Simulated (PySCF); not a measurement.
CHCl, SMILES [CH]Cl (connectivity only; charge and spin as stated), neutral, multiplicity 1.

Geometry optimised at PBE0-D3(BJ)/def2-TZVPD. The isomer is the one that the SMILES or the coordinates give; other isomers of the formula were not compared.

Computed with PBE0/def2-TZVPD in PySCF.

Gas-phase values at a fixed geometry.

- total energy: -498.59361 hartree
- point group: Cs
- highest occupied level: -7.04 eV
- lowest empty level: -3.30 eV
- orbital gap: 3.73 eV
- dipole moment: 0.328 e·Å
- quadrupole, principal values (traceless, Buckingham form, about the centre of nuclear charge): -4.91, 1.68, 3.23 D·Å
- mean static polarisability: 28.8 bohr³ (4.26 Å³)
- polarisability, principal values: 22.7, 25.3, 38.3 bohr³
